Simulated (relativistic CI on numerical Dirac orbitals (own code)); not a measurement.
# Cu²⁺ in a cubic cluster: 1s photoemission with charge transfer

Computed with a charge-transfer multiplet model of a cubic metal-ligand cluster with up to one ligand hole, Slater and spin-orbit integrals from Dirac-Coulomb-Breit ions, Slater integrals scaled by 0.8. The ground state mixes d9 with configurations of k ligand holes L, whose averages lie at kΔ + k(k − 1)U_dd/2; a core hole lowers each added d electron by U_cd. 300 K, Lorentzian 1.1 eV and Gaussian 0.6 eV FWHM.

Atomic integrals in eV (Slater integrals scaled, ζ unscaled), ground: F2dd 11.066, F4dd 6.905, zeta_d 0.099; with the core hole: F2dd 11.066, F4dd 6.905, zeta_d 0.136, G2cd 0.070.

Cluster parameters (eV): Δ = 4.9, U_dd = 7, U_cd = 8.9, 10Dq = 1.45, 10Dq(ligand) = 0, final-state hopping factor = 0.9.

Weights, n_d and S are thermal averages at 300 K. Binding energies count from the first peak over 30 % of the highest in each spectrum, which can be another peak from case to case. The parameters are a model scan and need not match a compound or its usual spin state. Peaks in eV (height, largest 100): 0.0 (42), 4.0 (100).

(1) Which parameters give this spectrum?
A. V(eg) = 2 eV, V(t2g) = -0.87 eV
B. V(eg) = 0.5 eV, V(t2g) = -0.22 eV
C. V(eg) = 2.3 eV, V(t2g) = -1 eV
D. V(eg) = 1.1 eV, V(t2g) = -0.48 eV
E. V(eg) = 1.4 eV, V(t2g) = -0.61 eV

Results:

(1) E. V(eg) = 1.4 eV, V(t2g) = -0.61 eV; the ground state then has 9.05 d electrons and S = 0.50. The choice follows from running the model for each set and comparing peak positions and heights.
